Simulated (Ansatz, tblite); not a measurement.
Forces on W2S4⁻ at its PBE-D4/def2-SVPD geometry. The state is a doublet with charge -1.

In the def2 sets W takes a core potential; there is no spin–orbit coupling. The xTB rows come from tblite. At PBE0-D4/def2-TZVPD the charge -1 doublet is spin-contaminated (final ⟨S²⟩ up to 0.90, 0.75 for a pure state). The structure comes from a short search, and lower isomers may exist.

GFN1-xTB (tblite), largest force 14.71 eV/Å:

```xyz
6
positions Å, forces eV/Å
W     0.409   -0.939    0.655    1.043  -12.749    7.264
W     0.217    1.075   -0.527   -1.363   12.535   -7.571
S    -1.325   -2.289    0.571   -0.013   -0.264    0.004
S     0.276    1.112    1.850    0.449    0.186    0.243
S    -1.679    1.406   -1.591   -0.042    0.125   -0.224
S     2.102   -0.366   -0.959   -0.073    0.167    0.284
```

GFN2-xTB (tblite), largest force 6.24 eV/Å:

```
W -0.207 -5.650 2.635
W -1.214 4.961 -3.591
S 0.123 -0.361 0.110
S 0.280 0.946 1.572
S 0.064 0.283 -0.269
S 0.955 -0.178 -0.457
```

PBE0-D4/def2-TZVPD (Ansatz), largest force 1.08 eV/Å:

```
W -0.201 0.385 -0.205
W -0.356 -0.224 0.216
S 0.731 0.471 0.060
S -0.027 -0.603 -0.896
S 0.792 -0.079 0.346
S -0.938 0.051 0.479
```
